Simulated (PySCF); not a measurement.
Start geometry of `[GeH2-][C]#N` from GFN2-xTB (Å):
```
atom  x, y, z in Å
N1     2.158   -0.246   -0.203
C2     1.031   -0.134    0.041
Ge3   -0.789    0.003    0.792
H4    -1.051    1.346   -0.183
H5    -1.340   -0.966   -0.464
```

Q: What comes out of this run: PBE0-D3(BJ)/def2-SVP geometry optimisation, gas phase in PySCF?

A: 
```
atom  x, y, z in Å
N1     2.2077    0.0100   -0.3434
C2     1.0841    0.0758   -0.0342
Ge3   -0.7797    0.2954    0.7030
H4    -1.3372    0.8450   -0.6990
H5    -1.1657   -1.2232    0.3557
```

The energy falls by 0.105 eV over 7 energy and gradient evaluations, the largest force component goes from 0.0245 to 2.8e-04 Eh/bohr, and the atoms move by 0.056 Å rms after alignment. Among the bonds, Ge3–H4 and Ge3–H5 change most and about equally (-0.074 Å). Bonds longer at the end by more than 0.005 Å: 2 of 4; shorter: 2. Among the angles that change most is H4–Ge3–H5, from 88.7° to 92.9°. Rotational constants go from 88202, 3576, 3572 to 97994, 3447, 3439 MHz. The orientation of the end geometry is arbitrary; only internal coordinates are fixed.

The run used 70 basis functions and 47 SCF cycles in all.

Not checked by PBE0-D3(BJ)/def2-SVP frequencies. The geometry's basis has no diffuse functions, a weakness for an anion.
